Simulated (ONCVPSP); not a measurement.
PBEsol ONCV dataset for S, scalar-relativistic all-electron reference.

* Element: S (Z = 16)
* Generator: ONCVPSP 4.0.1
* Type: optimised norm-conserving Vanderbilt (ONCV)
* Functional: PBEsol
* Relativity: scalar-relativistic
* Frozen core: [He]
* Valence charge: 14
* Reference configuration: 2s2 2p6 3s2 3p4
* Partial waves: 2s+3s: rc 0.75 bohr, ncon 4, nbas 7, qcut 19.5 1/bohr, 2 projectors; 2p+3p: rc 0.90 bohr, ncon 3, nbas 6, qcut 14.8 1/bohr, 2 projectors
* Local potential: polynomial inside 0.65 bohr (lpopt 5, dvloc0 1 Ha)
* Core correction: Teter function, fcfact 3, rcfact 1.65

All-electron outer shells of the reference configuration (PBEsol, scalar-relativistic, ld1.x):

```
shell  level (eV)  outermost node (bohr)  outermost maximum (bohr)
   1s    -2401.74                      –                      0.06
   2s     -211.24                   0.13                      0.39
   2p     -156.32                      –                      0.33
   3s      -17.19                   0.60                      1.40
   3p       -6.98                   0.58                      1.61
```

Calculated quality:

```json
{
  "Cutoffs needed": "108 Ha and 133 Ha (the cutoffs (Ha) at which the residual kinetic energy of the hardest occupied pseudo-wave falls to 1 and 0.1 mHa per electron)",
  "Ghost test": "no bound ghost flagged; no localised positive-energy state flagged",
  "Largest excitation error": "+10.0 meV (all-electron minus pseudo) for 2s2 2p6 3s2 3p1, out of 4 test configurations",
  "rms error of d²Exc/dni dnj": "1.70 mHa without and 2.60 mHa with the model core"
}
```

Generation and tests took about 2.5 s on one core of a shared server CPU.
